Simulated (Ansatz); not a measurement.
One change: `N[SiH2][TeH]` becomes `N[SiH2][SeH]`.

Ansatz, PBE0-D4/def2-TZVP geometries, multiplicity 1. Each molecule was computed in one conformer, which needn't be the lowest.

Elements past krypton have def2 core potentials. Scalar relativity is left out up to krypton.

```csv
property,`N[SiH2][TeH]`
size of the dipole moment (B3LYP/def2-TZVPP) / D,1.68
size of the dipole moment (PBE/def2-TZVPP) / D,1.74
LUMO energy (PBE0/def2-TZVPP) / eV,-0.40
HOMO–LUMO gap (ωB97M-V/def2-TZVPP) / eV,9.84
LUMO energy (B3LYP/def2-TZVPP) / eV,-0.64
HOMO–LUMO gap (PBE/def2-TZVPP) / eV,4.12
```

(1) Give the same properties after the change, and the shifts. (An estimate is asked.)

Results:

(1) Ansatz gave: 
```tsv
property	`N[SiH2][SeH]`	shift
size of the dipole moment (B3LYP/def2-TZVPP) / D	1.94	0.26
size of the dipole moment (PBE/def2-TZVPP) / D	1.97	0.23
LUMO energy (PBE0/def2-TZVPP) / eV	0.19	0.59
HOMO–LUMO gap (ωB97M-V/def2-TZVPP) / eV	10.84	1.00
LUMO energy (B3LYP/def2-TZVPP) / eV	-0.09	0.55
HOMO–LUMO gap (PBE/def2-TZVPP) / eV	5.05	0.93
```

With PBE0 the HOMO falls by 0.53 eV and the LUMO rises by 0.59 eV, so the gap widens by about 1.12 eV. PBE moves the HOMO by -0.39 eV and ωB97M-V by -0.61 eV. Dipoles are sizes alone; their direction can turn.

B3LYP here is the variant with VWN-RPA as its local correlation; programs differ in this.

Spin–orbit coupling is left out; it splits and shifts lone-pair levels of the heavy atoms by tenths of an eV.
